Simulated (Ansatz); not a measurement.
Relaxation of a periodic cell of 17 atoms, LiBe$_{16}$ (host Be, host structure hcp, interstitial Li), to a largest force component of 0.03 eV/Å in at most 60 steps.

These are results of DFT PBE, scalar-relativistic, plane waves, PAW in Ansatz, not measurements. Settings: cutoff 420 eV, k mesh 5x5x3, fermi-dirac smearing 0.05 eV, no spin polarisation.

```xyz
17
Lattice="-2.2900 -3.9664 0.0000 3.4350 -1.9832 0.0000 0.0000 0.0000 7.1769" Properties=species:S:1:pos:R:3
Be 0.000 -3.966 0.000
Be 0.000 -2.644 1.794
Be 0.000 -3.966 3.588
Be 0.000 -2.644 5.383
Be -1.145 -1.983 0.000
Be 2.290 -2.644 1.794
Be -1.145 -1.983 3.588
Be 2.290 -2.644 5.383
Be 1.145 -1.983 0.000
Be 1.145 -0.661 1.794
Be 1.145 -1.983 3.588
Be 1.145 -0.661 5.383
Be 0.000 0.000 0.000
Be 1.145 -4.627 1.794
Be 0.000 0.000 3.588
Be 1.145 -4.627 5.383
Li 2.282 -1.300 2.684
```

Question: Where does it end, and by what steps?

Answer: It converged. Limits of this set-up: coarse k mesh. After 17 steps the energy has fallen by 4.595 eV; Be3 moved furthest, 1.13 Å.

```json
{"step": "0", "energy less start (eV)": "0.0000", "largest force component (eV/Å)": "3.944", "accepted": "yes"}
{"step": "1", "energy less start (eV)": "-1.9721", "largest force component (eV/Å)": "2.407", "accepted": "yes"}
{"step": "2", "energy less start (eV)": "-3.6530", "largest force component (eV/Å)": "0.531", "accepted": "yes"}
{"step": "3", "energy less start (eV)": "-3.5063", "largest force component (eV/Å)": "0.836", "accepted": "no"}
{"step": "4", "energy less start (eV)": "-3.8315", "largest force component (eV/Å)": "0.125", "accepted": "yes"}
{"step": "5", "energy less start (eV)": "-3.8461", "largest force component (eV/Å)": "0.146", "accepted": "yes"}
{"step": "6", "energy less start (eV)": "-3.9013", "largest force component (eV/Å)": "0.185", "accepted": "yes"}
{"step": "7", "energy less start (eV)": "-3.9585", "largest force component (eV/Å)": "0.225", "accepted": "yes"}
{"step": "8", "energy less start (eV)": "-3.9677", "largest force component (eV/Å)": "0.198", "accepted": "yes"}
{"step": "9", "energy less start (eV)": "-3.5819", "largest force component (eV/Å)": "0.929", "accepted": "no"}
{"step": "10", "energy less start (eV)": "-3.9998", "largest force component (eV/Å)": "0.110", "accepted": "yes"}
{"step": "11", "energy less start (eV)": "-4.0274", "largest force component (eV/Å)": "0.226", "accepted": "yes"}
{"step": "12", "energy less start (eV)": "-4.1165", "largest force component (eV/Å)": "0.434", "accepted": "yes"}
{"step": "13", "energy less start (eV)": "-4.2782", "largest force component (eV/Å)": "0.316", "accepted": "yes"}
{"step": "14", "energy less start (eV)": "-4.3962", "largest force component (eV/Å)": "0.510", "accepted": "yes"}
{"step": "15", "energy less start (eV)": "-4.5542", "largest force component (eV/Å)": "0.097", "accepted": "yes"}
{"step": "16", "energy less start (eV)": "-4.5922", "largest force component (eV/Å)": "0.097", "accepted": "yes"}
{"step": "17", "energy less start (eV)": "-4.5955", "largest force component (eV/Å)": "0.019", "accepted": "yes"}
```

```xyz
17
Lattice="-2.2900 -3.9664 0.0000 3.4350 -1.9832 0.0000 0.0000 0.0000 7.1769" Properties=species:S:1:pos:R:3
Be 0.116 -4.120 -0.051
Be 0.191 -2.830 1.727
Be -0.814 -3.187 3.545
Be 0.184 -2.825 5.358
Be -1.027 -2.091 -0.054
Be 2.355 -2.646 1.701
Be -1.647 -1.578 3.523
Be 2.351 -2.647 5.356
Be 1.218 -2.082 -0.053
Be 1.189 -0.740 1.711
Be 0.884 -2.004 3.544
Be 1.188 -0.733 5.358
Be 0.094 -0.114 -0.055
Be 1.366 -4.787 1.716
Be -0.022 -0.385 3.530
Be 1.359 -4.782 5.355
Li 2.457 -0.769 3.533
```

Whether the end is a true minimum wasn't checked by a vibrational analysis.

Run time: 6.5 min on 1 thread of Intel(R) Xeon(R) Processor @ 2.50GHz (Skylake/Cascade Lake), on a shared host, peak memory 0.46 GiB.
